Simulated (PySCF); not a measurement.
The complex [MnO4]3- (charge -3) contains Mn(V), shell d2. The structure is a model geometry with rigid ligands and bond lengths from ionic radii, not a minimum; coordination tetrahedral, point group Td, metal–donor distances 1.69 Å.

The d shell alone is too small an active space for [MnO4]3- (an active orbital has only 0.61 squared overlap with the free ion's shell): its levels, fitted parameters, g values and moments show what this model gives and aren't sound predictions.

```
5

Mn    0.000    0.000    0.000
O     0.976    0.976    0.976
O    -0.976   -0.976    0.976
O    -0.976    0.976   -0.976
O     0.976   -0.976   -0.976
```

Method (PySCF 2.14, density fitting): CASSCF(2,5) with orbitals averaged over all microstates of the shell, strongly contracted NEVPT2 on the averaged canonical orbitals; basis x2c-TZVPall on the metal, x2c-SVPall elsewhere; spin-free X2C; IEF-PCM water; spin-orbit coupling by state interaction with the mean-field operator over all roots.

Problem. What is the ground state?

Solution. 3A2 (S = 1, orbital degeneracy 1), with 2.0 electrons in the lower (e-type) set and 0.0 in the upper (t2-type) set, by NEVPT2.

Problem. List the excited states of the same spin.

Solution. By NEVPT2: 3T2 at 19646 cm⁻¹ (509 nm); 3T1 at 25872 cm⁻¹ (387 nm); 3T1 at 37497 cm⁻¹ (267 nm). The strongest, at 25872 cm⁻¹, has f = 1.5e-02.

Problem. Which is the lowest state of another spin?

Solution. 1E at 11954 cm⁻¹ by NEVPT2; CASSCF alone puts it at 13555 cm⁻¹ above the same ground state.

Problem. Give the fitted ligand-field and repulsion parameters.

Solution. At CASSCF level (the NEVPT2 levels don't fit a ligand-field model well): orbital energies 0, 0, 14672, 14672, 14672 cm⁻¹; 10Dq = 14672 cm⁻¹; B = 818 cm⁻¹; C = 3252 cm⁻¹; B over its free-ion value at the same level 0.574; the fit misses the states by 1083 cm⁻¹ rms, so splittings below that are unsure; ζ = 274 cm⁻¹ (free ion 464), lowered by covalency.

Problem. What are the magnetic parameters?

Solution. The ground multiplet follows a spin Hamiltonian with S = 1, g = 1.962, 1.962, 1.962, D = 0 (spin-orbit part alone); the lowest levels hold 100 % of the spin-free ground state. μeff is 2.79 μB at 300 K and 2.77 μB at 10 K; the spin-only value is 2.83 μB.

Charge-transfer states lie outside this active space and may come lower than some of these levels. NEVPT2 lifts 3T2 from 14864 to 19646 cm⁻¹; on the d shell alone such lifts tend to overshoot. NEVPT2 on the d shell alone tends to put d–d bands too high for such charged or covalently bound ions.

The job took 4.5 s on one thread of AMD EPYC 9R14 (shared host), with 104 basis functions, launched as `OMP_NUM_THREADS=1 python lf_run.py task.json out`.
